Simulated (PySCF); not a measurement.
**Continuum solvent and chemical shifts**

Geometry (Å), atoms numbered from 1 in this order:
```xyz
21

C    -1.8213   -1.6143   -2.1595
C    -1.7836   -1.2312   -0.8731
Al   -0.3048   -0.1638   -0.0077
C    -1.0931    1.4010    0.9928
C    -0.6022    2.6508    0.9833
C     0.7018   -1.3248    1.3009
C     1.0318   -0.9723    2.5539
C     0.9601    0.5018   -1.4279
C     2.2982    0.4003   -1.3834
H    -1.0116   -1.3542   -2.8570
H    -2.6421   -2.2033   -2.6024
H    -2.6569   -1.5576   -0.2770
H    -1.9911    1.2703    1.6252
H    -1.0387    3.4915    1.5486
H     0.2891    2.9042    0.3911
H     1.0396   -2.3351    1.0049
H     1.5938   -1.6191    3.2488
H     0.7510    0.0113    2.9576
H     0.5716    1.0162   -2.3262
H     2.8026   -0.0868   -0.5362
H     2.9710    0.7888   -2.1665
```

Total charge -1.

GIAO PBE0/pcSseg-1 in PySCF on one PBE0-D3(BJ)/def2-SVP conformer, non-relativistic, equivalent nuclei averaged. Solvents enter as an IEF-PCM continuum (chloroform with ε = 4.7) around the gas-phase geometry. Shifts are referred to TMS, AlH4- computed in the same medium.

Gas phase, δ in ppm: C2/C4/C6/C8 172.6, C1/C5/C7/C9 132.4, Al3 46.3, H12/H13/H16/H19 6.97, H11/H14/H17/H21 6.00, H10/H15/H18/H20 5.57. Dipole moment 0.16 D.

**Question.** How does each δ change in the continuum?

**Answer.** 
| atoms | environment | Δδ, chloroform |
| --- | --- | --- |
| C2/C4/C6/C8 | alkene CH | -1.5 |
| C1/C5/C7/C9 | terminal =CH2 carbon | +4.8 |
| Al3 | aluminium bonded to 4 C | -6.6 |
| H12/H13/H16/H19 | hydrogen on an alkene CH | +0.01 |
| H11/H14/H17/H21 | hydrogen on a terminal =CH2 carbon | +0.25 |
| H10/H15/H18/H20 | hydrogen on a terminal =CH2 carbon | +0.15 |

Changes are relative to the gas phase. The dipole moment becomes 0.33 D in chloroform.

**Question.** Which nuclei move most (in ppm), and what does the model miss?

**Answer.** Al3 (aluminium bonded to 4 C, -6.6 ppm) in chloroform. A continuum only polarises the solute; specific hydrogen bonds, the anisotropy of aromatic solvents and changes of geometry or conformer are outside it, as are counter-ions.
